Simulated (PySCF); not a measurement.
**Question.** Give a PBE0-D3(BJ)/def2-SVP geometry of SnHMe2(OtBu), `[H][Sn]([CH3])([CH3])[O]C(C)(C)C`.

**Answer.** 
```xyz
24
C6H16OSn angstrom
Sn     0.6594    1.5468    0.0058
H      0.6204    1.7761    1.7150
C      2.6356    1.0778   -0.6887
H      3.0834    0.2925   -0.0643
H      3.2758    1.9715   -0.6555
H      2.5760    0.7181   -1.7258
C     -0.2340    3.1672   -1.0669
H     -0.3284    2.8875   -2.1255
H      0.3838    4.0730   -0.9872
H     -1.2343    3.3757   -0.6633
O     -0.5310    0.0211   -0.5019
C     -0.7509   -1.1509    0.2505
C     -1.6449   -0.8375    1.4512
C     -1.4582   -2.1212   -0.6926
C      0.5726   -1.7557    0.7228
H     -1.8917   -1.7441    2.0255
H     -1.1460   -0.1316    2.1343
H     -2.5820   -0.3753    1.1059
H     -2.3904   -1.6670   -1.0597
H     -1.6995   -3.0720   -0.1928
H     -0.8179   -2.3300   -1.5624
H      1.0936   -1.0707    1.4138
H      1.2321   -1.9472   -0.1377
H      0.4190   -2.7047    1.2595
```

Any rigid rotation of these coordinates is as good. Atoms count from 1 in this order. All 3 C–C bonds measure 1.527 to 1.530 Å. Sn1 (tin bonded to 2 C, O and H) is distorted tetrahedral (angles from 101.7° to 112.8°).

Bonds between heavy atoms (Å): Sn1–C3 2.147, Sn1–C7 2.139, Sn1–O11 2.001, O11–C12 1.410, C12–C13 1.529, C12–C14 1.527, C12–C15 1.530.

Theory: PBE0-D3(BJ)/def2-SVP geometry optimisation, gas phase, def2 core potentials past Kr (PySCF 2.14.0).

Point group: C1 (no symmetry element, even within 0.4 Å). Whether it is a minimum is left open (no frequencies). One conformer, not necessarily the lowest (C3–Sn1–O11–C12 87°).
